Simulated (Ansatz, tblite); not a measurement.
Cost and result up the ladder for Mo₃H₆S₈ (17 atoms). Total charge 0; singlet. Geometry: r2SCAN-D4/def2-SVP.

```xyz
17

Mo    0.352   -0.665   -0.964
Mo    0.191    1.682   -0.264
Mo   -0.383   -0.363    1.558
S    -1.402   -0.970   -2.153
S     0.171    1.812    1.992
S     2.426   -0.588   -2.065
S     0.812   -2.409    0.707
S    -1.820    2.313   -1.122
S     2.032    2.677   -1.219
S    -2.648   -0.603    1.666
S     0.535   -1.139    3.533
H     2.087   -1.541   -2.974
H    -0.312   -3.068    0.318
H    -2.100    1.131   -1.804
H     2.540    1.722   -2.058
H    -2.804    0.084    0.493
H     0.322   -0.076    4.357
```

Ansatz on 2 threads of AMD EPYC 7R13 on a shared host and a share (18 GiB) of an NVIDIA H100 80GB HBM3; xTB runs through tblite on one thread. Times are rough, summed over both states, and most runs start from the orbitals of an earlier one. RPA@PBE/def2-TZVP serves as the yardstick here, not as an exact answer. The other state is a triplet at its own geometry.

In the def2 sets Mo takes a core potential; there is no spin–orbit coupling. The xTB rows come from tblite. Correlated methods freeze 40 core orbitals; core or outer-core shells of Mo are correlated, in sets that lack core-valence functions. Single mean-field runs in def2-TZVP are fitted with def2-universal-jkfit.

Run but left out: HF/def2-TZVP, MP2/def2-TZVP (singlet: restricted singlet, unstable towards broken spin symmetry); PBE-QIDH/def2-TZVP (singlet: restricted singlet, unstable in another Hartree–Fock run and untested here).

Correlated methods converge slowly with the basis.

xTB has no spin-polarisation term.

```
                          level  functions  wall time  triplet − singlet (eV)  difference from RPA@PBE/def2-TZVP (eV)                                  remarks
                       GFN1-xTB        111     0.13 s                    1.54                                    1.29                                        –
                       GFN2-xTB        105     0.17 s                    1.41                                    1.16                                        –
 PBE-D4/def2-TZVP (with forces)        452      9.4 s                    0.33                                    0.08                                        –
              BLYP-D4/def2-TZVP        452      9.5 s                    0.27                                    0.02  restricted SCF unstable in HF (singlet)
            r2SCAN-D4/def2-TZVP        452       12 s                    0.09                                   -0.16  restricted SCF unstable in HF (singlet)
PBE0-D4/def2-TZVP (with forces)        452       12 s                   -0.02                                   -0.27  restricted SCF unstable in HF (singlet)
           r2SCAN0-D4/def2-TZVP        452       16 s                   -0.23                                   -0.48  restricted SCF unstable in HF (singlet)
              RPA@PBE/def2-TZVP        452       18 s                    0.25                                    0.00                                        –
```
